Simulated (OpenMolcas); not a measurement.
Nd²⁺.

| Item | Value |
| --- | --- |
| Program | OpenMolcas |
| Basis | ANO-RCC-VTZP [8s7p5d3f2g1h] |
| Scalar Hamiltonian | DKH2, point nucleus |
| Active space | 4 electrons in 12 orbitals (RAS2 4f; RAS3 5d, at most 1 electron) |
| State averaging | 2S+1 = 5 even, 35 roots (30 in the spin-orbit step); 2S+1 = 3 even, 126 roots kept (CI in the orbitals of an earlier block, 52 in the spin-orbit step); 2S+1 = 1 even, 122 roots kept (CI in the orbitals of an earlier block, 0 in the spin-orbit step); 2S+1 = 5 odd, 175 roots (90 in the spin-orbit step); 2S+1 = 3 odd, 128 roots kept (CI in the orbitals of an earlier block, 112 in the spin-orbit step); 2S+1 = 1 odd, 118 roots kept (CI in the orbitals of an earlier block, 13 in the spin-orbit step) |
| Spin-orbit coupling | RASSI with atomic mean-field integrals over the reference wave functions, term energies averaged over their components |

Two sets of levels on these reference wave functions, in cm⁻¹ above 4f⁴ ⁵I₄: one from RASSCF and one from SS-RASPT2, IPEA 0.25 Eh, imaginary shift 0.1 Eh (closed shells correlated: 5s 5p).

```csv
Level,Set 1,Set 2
4f⁴ ⁵I₄,0.0,0.0
4f⁴ ⁵I₅,1220,1203
4f⁴ ⁵I₆,2580,2550
4f³ 5d ⁵L°₆,14990,3650
4f³ 5d ⁵K°₅,14910,3910
4f⁴ ⁵I₇,4030,4000
4f³ 5d ⁵L°₇,16880,5490
4f⁴ ⁵I₈,5530,5510
4f³ 5d ⁵K°₆,16630,5560
4f³ 5d ⁵K°₇,18440,7350
4f³ 5d ⁵I°₄,18330,9390
4f⁴ ⁵F₁,12290,14870
4f⁴ ⁵F₂,12710,15300
4f⁴ ⁵F₃,13310,15900
4f⁴ ⁵S₂,13980,16570
4f⁴ ⁵F₄,14040,16630
```

Question: Which set is which?

Answer: Set 1 is SS-RASPT2. Its levels of the other terms of 4f⁴ lie at 0.83 to 0.84 of the other set's values, as expected, since terms of lower spin or lower L gain more correlation energy than the Hund ground term. Against 13 measured levels (Ding et al., The Spectrum and Energy Levels of the Low-lying Configurations of Nd III (preprint, 2023)) the mean absolute deviation is 640 cm-1 with it and 6200 cm-1 without; single levels miss by up to 1900 cm-1 with it.

Term energies are means over components that CASPT2 splits; among the terms shown or strongly mixed into the levels shown the widest spread is 290 cm-1 (4f⁴ ⁵I, SS-RASPT2). High states are left out of the spin-orbit mixing, which shifts the levels that they would mix with. Without dynamic correlation excited terms often stand tens of per cent too high (terms of higher spin than the ground term too low), and those without a measured partner can miss by more than the paired ones (holds for RASSCF). Each CASPT2 term energy is a mean over a sample of three components (holds for SS-RASPT2). Some terms miss by over 15 % even with CASPT2, which points to a basis or an active space too small for the shells correlated (holds for SS-RASPT2). Measured partners are found by configuration, term and J. A level has none where our copy of the source lacks it or the pairing is in doubt (some pairs that miss far off the trend of their configuration count as doubtful), and it then counts in no deviation. Levels of configurations outside the active space are missing. The table leaves out levels that lie high or whose names do not pair safely across all columns.

° marks odd parity.
